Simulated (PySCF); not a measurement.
Gas-phase reaction: 2 SiI₂ + 4 F ⇌ SiI₄ + SiF₄

Energies from PySCF, thermal terms from the rigid-rotor harmonic-oscillator model, ideal gas at 1 bar. † marks an energy on the PBE0/def2-TZVP geometry and frequencies. CCSD(T) freezes the core. Open shells (unrestricted): F (multiplicity 2); the rest are closed-shell singlets. Spin-orbit splitting is ignored; it lowers the true energy and changes the entropy of F. B3LYP is the form with VWN-RPA correlation. I: scalar-relativistic def2 core potential, no spin-orbit coupling. CCSD(T) isn't extrapolated to the basis-set limit.

```csv
level,"ΔH°(298 K), kJ"
B3LYP/def2-TZVP†,…
BLYP/def2-TZVP†,…
CCSD(T)/def2-SVP†,…
PBE0/def2-QZVP†,-2154
r2SCAN/def2-TZVP†,-2208
LDA/def2-TZVP†,-2519
```

Problem. Some entries are withheld; supply them.

Solution. 
- B3LYP/def2-TZVP†, ΔH°(298 K), kJ: -2118
- BLYP/def2-TZVP†, ΔH°(298 K), kJ: -2104
- CCSD(T)/def2-SVP†, ΔH°(298 K), kJ: -1995
